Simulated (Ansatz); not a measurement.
F2Si (SMILES F[Si]F, charge +1) moved off its minimum; all values from Ansatz (a quantum-chemistry and plane-wave program), cores frozen in correlated methods. Open shells are unrestricted.
(charge 1, multiplicity 2)
```xyz
3

F     -1.4629    -0.5175    -0.0934
Si    -0.2035     0.5032     0.1019
F      1.4211    -0.2919     0.0105
```

Give the forces (eV/Å), the total energy and the dipole at CCSD(T)/cc-pV(T+d)Z.


```tsv
atom	Fx	Fy	Fz
F1	2.579	2.302	0.434
Si2	2.422	-4.913	-0.742
F3	-5.001	2.611	0.308
```
Energy -488.1950 hartree.
